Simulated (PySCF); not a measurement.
# Reading the logs of faulty runs: CGeH8Si2

These are calculations, not measurements. They come from PySCF 2.14.0, an open-source quantum chemistry program, on an isolated molecule that a program drew, which may never have been made. The molecule is CGeH8Si2 (charge 0, singlet), drawn as the SMILES string `C=[SiH][GeH2][SiH3]`.

Each row is a Hartree-Fock (HF) and frozen-core CCSD(T) single point in the cc-pV(D+d)Z basis, meant for a local HF minimum. Run 1 is clean. Each other run has one planted mistake out of seven kinds, and not every kind appears here: one electron removed, one electron added, multiplicity raised by two, geometry at a saddle point, minimal basis STO-3G, one bond length entered in bohr, all coordinates scaled. The reference is restricted for singlets and unrestricted otherwise, and also for a bond in bohr. Adding or removing an electron swaps singlet and doublet. Electrons count all cores. HOMO and LUMO are orbital energies over both spins, the gradient is its largest component, and the lowest frequency (negative if imaginary) is given only where the gradient is small. Bond lengths are over the 11 bonds as drawn. T1 is the CCSD diagnostic: over 0.02 (restricted) or 0.045 (unrestricted) a single reference is doubtful. Germanium has the cc-pVDZ-PP basis, with a core potential (ECP10MDF) in place of its 10 inner electrons, and its 3s, 3p and 3d shells are frozen in CCSD(T).

Geometry of the clean run:
```xyz
12
CGeH8Si2, angstrom
C    -1.3638    0.4440   -0.3680
Si    0.1828    1.0967   -0.1114
Ge    2.0410   -0.2214    0.6198
Si    1.4209   -2.5256    0.9280
H    -1.5862   -0.6062   -0.2125
H    -2.2033    1.0462   -0.6996
H     0.4229    2.5359   -0.3407
H     3.1670   -0.1089   -0.4182
H     2.5771    0.3645    1.9341
H     2.5993   -3.3015    1.3798
H     0.3525   -2.6249    1.9481
H     0.9290   -3.0873   -0.3505
```

```
run  electrons  basis functions  <S^2>  HOMO (eV)  LUMO (eV)  gradient (hartree/bohr)  lowest frequency (cm^-1)  mean bond (Å)  longest bond (Å)      T1  HF (hartree)  CCSD(T) (hartree)                     mistake
  1         74              123  0.000      -8.48       2.10                  9.9e-06                        23         1.6052             2.406  0.0141    -913.72094         -914.24821                    no fault
  2         74              123  2.032      -6.19       0.63                  1.1e-01                         -         1.6052             2.406  0.0128    -913.65899         -914.14656  multiplicity raised by two
  3         75              123  0.780       0.39       7.27                  4.7e-02                         -         1.6052             2.406  0.0151    -913.67583         -914.21034                           ?
  4         73              123  0.756     -14.85      -6.06                  6.9e-02                         -         1.6052             2.406  0.0143    -913.46516         -913.94071                           ?
```

**Which mistake was planted in run 3, and what did it cost?**

It counts 75 electrons, one more than the clean run, at the same geometry and basis. So the mistake is: one electron added. Subtracting run 1 and multiplying by 627.51 kcal/mol a hartree, the energy moved by 28.3 kcal/mol in HF and 23.8 kcal/mol in CCSD(T).

**Which mistake was planted in run 4, and what did it cost?**

It counts 73 electrons, one fewer than the clean run, at the same geometry and basis. So the mistake is: one electron removed. Subtracting run 1 and multiplying by 627.51 kcal/mol a hartree, the energy moved by 160.5 kcal/mol in HF and 193.0 kcal/mol in CCSD(T).

Cautions from the logs. Run 3: the HOMO is above zero, so the electron isn't bound and the energy depends on the basis.
